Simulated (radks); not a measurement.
The numbers below are computed, except where a source is named.
Species: Sm LX. Configuration: [He] 2s1. Code: a radial shooting solver on a logarithmic mesh with Libxc functionals. Model: scalar-relativistic Kohn-Sham, BLYP, spin-polarised, spherical densities, finite nucleus; open shells are filled with parallel spins first (spin-orbit coupling, left out, can overturn this in heavy ions); Fermi nuclear charge, rms radius 5.0819 fm.

Unscreened Slater integrals over Kohn-Sham orbitals (cm^-1). They are taken over the spin-up orbitals.

F0(2s,2s): 2160500
F0(2s,1s): 3044300
G0(2s,1s): 319760
F0(1s,1s): 9173200
